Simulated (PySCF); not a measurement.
Run record: geometry optimisation, triethylarsine, `CC[As](CC)CC`.

Computed with PBE0-D3(BJ)/def2-SVP geometry optimisation, gas phase (PySCF 2.14.0). Start geometry: GFN2-xTB. A driver script takes a list of jobs; this job's settings line and coordinates (Å) are shown.

Input:
```
{"job": {"xc": "PBE0", "basis": "def2-SVP", "d3": "d3bj", "grid": 1, "kind": "geom"}, "charge": 0, "multiplicity": 1}
C     -1.046680     1.960951    -2.110959
C     -0.202740     1.591686    -0.897481
As     0.309492    -0.333042    -0.890524
C      1.316468    -0.280094     0.827032
C      2.739902     0.232440     0.647746
C     -1.397438    -1.005663    -0.115289
C     -1.390820    -2.517309     0.074416
H     -1.304753     3.019771    -2.103209
H     -1.972418     1.386248    -2.126435
H     -0.501310     1.746137    -3.030259
H     -0.745290     1.822876     0.023992
H      0.711326     2.191782    -0.899346
H      0.776162     0.348069     1.541500
H      1.348388    -1.292410     1.238932
H      3.277080     0.241215     1.595971
H      2.737446     1.247189     0.250628
H      3.285493    -0.401859    -0.051387
H     -1.579295    -0.506132     0.840950
H     -2.213930    -0.731447    -0.788908
H     -2.336767    -2.865710     0.488610
H     -1.228295    -3.017767    -0.880487
H     -0.592433    -2.817544     0.752674
```

Output:
```
step   0  E = -2472.55040910  max force = 0.011295
step   1  E = -2472.55238236  max force = 0.002284
step   2  E = -2472.55242377  max force = 0.000470
step   3  E = -2472.55243835  max force = 0.000193
optimisation converged
```

Energies in Eh; «max force» is the largest Cartesian gradient component in Eh/bohr.

Task: Give the first gradient maximum in eV/Å.

Result: With 1 Eh/bohr = 51.422 eV/Å, 0.581 eV/Å.

Task: How much energy does the optimisation release, in kcal/mol?

Result: E(step 0) − E(last step) = 0.002029 Eh, which is 1.3 kcal/mol.

Main results: final energy -2472.55244 Eh after 3 steps; dipole 1.09 D.

Task: Give the final coordinates.

Result: 0.025 Å rms from the input after alignment:
```
atom  x, y, z in Å
C1    -0.9633    1.9753   -2.1000
C2    -0.0958    1.6560   -0.8933
As3    0.4754   -0.2360   -0.8284
C4     1.5117   -0.1149    0.8514
C5     2.9152    0.4332    0.6505
C6    -1.1843   -0.9560   -0.0300
C7    -1.1401   -2.4604    0.1833
H8    -1.2502    3.0387   -2.1206
H9    -1.8955    1.3883   -2.0998
H10   -0.4386    1.7541   -3.0426
H11   -0.6173    1.8941    0.0489
H12    0.8256    2.2606   -0.9097
H13    0.9406    0.4987    1.5683
H14    1.5522   -1.1351    1.2663
H15    3.4758    0.4633    1.5983
H16    2.8997    1.4596    0.2505
H17    3.4908   -0.1839   -0.0569
H18   -1.3736   -0.4223    0.9165
H19   -2.0035   -0.6877   -0.7168
H20   -2.0834   -2.8351    0.6116
H21   -0.9686   -2.9960   -0.7634
H22   -0.3325   -2.7514    0.8739
```

On an Arm Neoverse V2 with one thread, no GPU, on a shared host, this took 2.0 min of wall time.
Labels such as C1 count atoms from 1, the log's own numbers from 0.
